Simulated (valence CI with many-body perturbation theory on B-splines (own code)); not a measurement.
# Energy levels of Pm²²⁺

Method: relativistic CI+MBPT: three valence electrons over a frozen Dirac-Fock core [Kr], a basis of 7 s, 7 p, 8 d, 6 f, 4 g, 1 h functions for each j, with the one-electron correlation potential Σ1 (screened to all orders), the two-electron term Σ2, the three-electron term Σ3, Breit, model QED; selected single and double excitations, second order for the rest, scaled by the run's own slope (own B-spline code, finite nucleus).

No measured spectrum was set against this ion. As an estimate, terms of the open shell hold to 2 to 4 % of their energy, and close levels can change places. The list stops below the first excitations out of the core.

Levels 1 to 19 of 19, with energies above the lowest level, (4d3/2^3) J=3/2. "Leading %" is the weight of the configuration and term that name the level; weights of strongly mixed levels are sums over their largest components and can fall short. In the jj column 3d3/2^4 stands for four electrons in 3d with j = 3/2. Lifetimes count E1, E2, E3, M1 and M2 decay at the calculated energies, and are blank where another channel may lead or the interval is too uncertain; long ones can be off by a factor of two.

```
No.  Configuration  Term     J  E (cm⁻¹)  Leading %  Lifetime  Second component             Leading jj
  1            4d3    4F   3/2       0.0         69                 24 % 4d3 2D         4d3/2^3 (86 %)
  2            4d3    4F   5/2     31409         91    990 μs        8 % 4d3 2D   4d3/2^2 4d5/2 (95 %)
  3            4d3    4F   7/2     48751         66   7.22 ms       28 % 4d3 2G   4d3/2^2 4d5/2 (76 %)
  4            4d3    4P   3/2     49492         44    921 μs       32 % 4d3 2P   4d3/2^2 4d5/2 (90 %)
  5            4d3    2G   9/2     55057         42    324 ms       30 % 4d3 4F   4d3/2^2 4d5/2 (89 %)
  6            4d3    4P   1/2     58024         67   2.84 ms       33 % 4d3 2P   4d3/2^2 4d5/2 (98 %)
  7            4d3    2G   7/2     86860         63    363 μs       34 % 4d3 4F   4d3/2 4d5/2^2 (83 %)
  8            4d3    4P   5/2     88337         80   1.41 ms       13 % 4d3 2D   4d3/2^2 4d5/2 (53 %)
  9            4d3    4F   9/2     91910         50    635 μs       49 % 4d3 2H   4d3/2 4d5/2^2 (80 %)
 10            4d3    2D   3/2    103380         43    220 μs       41 % 4d3 4P   4d3/2 4d5/2^2 (97 %)
 11            4d3    2P   1/2    108800         67    403 μs       33 % 4d3 4P   4d3/2 4d5/2^2 (98 %)
 12            4d3    2H  11/2    113990        100   1.30 ms                    4d3/2 4d5/2^2 (100 %)
 13            4d3    2D   5/2    121820         90    541 μs        7 % 4d3 4F   4d3/2 4d5/2^2 (63 %)
 14            4d3    2F   5/2    128560         73    677 μs       14 % 4d3 2D   4d3/2 4d5/2^2 (79 %)
 15            4d3    2F   7/2    134810         90    795 μs        9 % 4d3 2G   4d3/2 4d5/2^2 (92 %)
 16            4d3    2G   9/2    142940         58    250 μs       22 % 4d3 2H         4d5/2^3 (90 %)
 17            4d3    2P   3/2    152470         55    231 μs       32 % 4d3 2D         4d5/2^3 (68 %)
 18            4d3    2D   3/2    190350         94    223 μs                     4d3/2 4d5/2^2 (68 %)
 19            4d3    2D   5/2    201350         74    124 μs       18 % 4d3 2F         4d5/2^3 (81 %)
```

Where two levels of one J and parity lie close, their mixing, g and order are uncertain.

The ionisation energy to 4d2 3F_2 of the next ion comes out as 690.39 eV (NIST: 689 ± 4 eV (theoretical)). All 19 levels together are meant to be complete up to 691060 cm⁻¹.
